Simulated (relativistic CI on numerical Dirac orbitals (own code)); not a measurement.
Electric-dipole lines of Sn33+

Computed by Dirac-Coulomb-Breit CI, separate exchange-only KLI orbitals for each configuration, model QED (radiative potential, 1s self-energy scaled to tabulated hydrogen-like ionisation energies), unscaled Slater integrals (own radial code, finite nucleus).

CI space (outside the closed core [Ne]): 3s2 3p5, 3s 3p6, 3s2 3p4 3d, 3s 3p5 3d, 3p6 3d, 3s 3p4 3d2, 3s2 3p3 3d 4p, 3p6 4s, 3s 3p4 3d 4s, 3s2 3p4 4s, 3p6 4p, 3s2 3p4 4p, 3s2 3p3 3d2, 3s2 3p2 3d3, 3s 3p3 3d3, 3s2 3p2 3d2 4s, 3s2 3p2 3d2 4p. Double excitations out of closed p, d and f shells are left out; levels of such configurations are missing from the list, as are those of other unlisted configurations, and high levels can miss mixing partners.

```csv
λ vac (nm),Lower,Upper,A (s⁻¹),log gf,S velocity/length
5.2882,3s2 3p4 3d 2D_3/2 [10],3s2 3p3 3d2 2D°_3/2 [135],5.18e+11,-0.06,0.94
5.3036,3s2 3p4 3d 2F_7/2 [8],3s2 3p3 3d2 2F°_7/2 [132],2.42e+11,-0.09,1.02
5.3321,3s2 3p4 3d 4F_7/2 [6],3s2 3p3 3d2 2G°_7/2 [121],2.13e+11,-0.14,0.93
5.3605,3s2 3p4 3d 4D_5/2 [5],3s2 3p3 3d2 4D°_3/2 [109],4.10e+11,-0.15,0.88
5.3765,3s2 3p4 3d 4F_9/2 [9],3s2 3p3 3d2 4D°_7/2 [130],4.35e+11,0.18,0.82
5.3802,3s2 3p4 3d 4F_7/2 [6],3s2 3p3 3d2 4D°_5/2 [114],2.96e+11,-0.11,0.86
5.3884,3s2 3p4 3d 4F_7/2 [6],3s2 3p3 3d2 4D°_7/2 [113],2.43e+11,-0.07,0.98
5.3979,3s2 3p4 3d 2D_5/2 [11],3s2 3p3 3d2 2D°_5/2 [151],4.88e+11,0.11,0.97
5.4413,3s2 3p4 3d 4F_9/2 [9],3s2 3p3 3d2 4F°_9/2 [126],3.74e+11,0.22,1.00
5.4485,3s2 3p4 3d 2F_7/2 [8],3s2 3p3 3d2 2D°_5/2 [122],3.11e+11,-0.08,0.77
5.4759,3s2 3p5 2P°_3/2 [1],3s2 3p4 3d 2D_5/2 [27],6.30e+11,0.23,1.06
5.4795,3s2 3p4 3d 4F_9/2 [9],3s2 3p3 3d2 2G°_9/2 [124],1.74e+11,-0.11,0.98
5.4879,3s2 3p5 2P°_3/2 [1],3s2 3p4 3d 2S_1/2 [26],8.40e+11,-0.12,1.02
5.5263,3s2 3p5 2P°_3/2 [1],3s2 3p4 3d 2P_3/2 [25],4.61e+11,-0.07,0.96
5.5493,3s2 3p5 2P°_1/2 [2],3s2 3p4 3d 2D_3/2 [31],5.46e+11,0.00,1.04
5.5577,3s2 3p4 3d 2G_9/2 [22],3s2 3p3 3d2 2G°_9/2 [180],3.35e+11,0.19,0.96
5.5996,3s2 3p4 3d 4F_9/2 [9],3s2 3p3 3d2 4G°_11/2 [115],2.65e+11,0.17,1.14
5.9776,3s2 3p4 3d 4F_7/2 [6],3s2 3p3 3d2 2G°_9/2 [88],1.24e+11,-0.18,1.14
6.4242,3s2 3p5 2P°_1/2 [2],3s2 3p4 3d 2P_1/2 [29],4.73e+11,-0.23,0.98
7.0448,3s2 3p5 2P°_3/2 [1],3s2 3p4 3d 2F_5/2 [14],8.66e+10,-0.41,1.07
```

Terms are leading LS components. Brackets give the number of a level in order of energy, since labels repeat. The list gives strong lines, with weight on those to low levels, among the lowest 200 of 2504 levels, so that lines to higher ones, which can be the strongest, are missing. Levels whose partners in the same complex of configurations lie outside the list can be far off, and so can their lines. Rates are taken at the computed energies, electric ones in the length gauge. A velocity-to-length ratio far from 1 marks an uncertain rate.

At this charge energies of transitions that change n are usually good to better than 1 %, and those within a shell (Δn = 0) to a few per cent.

LS names give the leading component of a level, which can be under half, so a name can repeat, a term be missing and a line seem to break the LS rules.
